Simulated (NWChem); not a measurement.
System: C2H5BF2O; SMILES O(B(F)F)CC

Input file for NWChem:

```
start job
memory heap 200 mb stack 900 mb global 1100 mb
geometry units angstroms noautoz
  B      0.037295    -0.956375     0.022467
  F     -1.290101    -0.960790    -0.021145
  F      0.670624    -2.079810    -0.258065
  O      0.738176     0.136826     0.341315
  C      0.108441     1.377574     0.618363
  C     -0.073810     2.193051    -0.641612
  H     -0.861277     1.206619     1.114618
  H      0.760275     1.904835     1.331289
  H     -0.764959     1.693140    -1.337381
  H     -0.491281     3.182396    -0.401021
  H      0.889364     2.339374    -1.152610
end
basis spherical
  * library def2-tzvp
end
dft
  xc b3lyp
  iterations 150
  semidirect filesize 400000000
  mulliken
end
task dft energy
```

Geometry: optimised at PBE0/def2-SVP. B3LYP is NWChem's, with the RPA form of VWN correlation.

**Question.** Give the results of this calculation. (B3LYP/def2-TZVP.) Quantities: energy (Ha); highest occupied level (eV); orbital gap (eV); dipole (D).

**Answer.** 
| Property | Result |
|---|---|
| energy (Ha) | -379.33 |
| highest occupied level (eV) | -9.07 |
| orbital gap (eV) | 9.51 |
| dipole (D) | 2.45 |
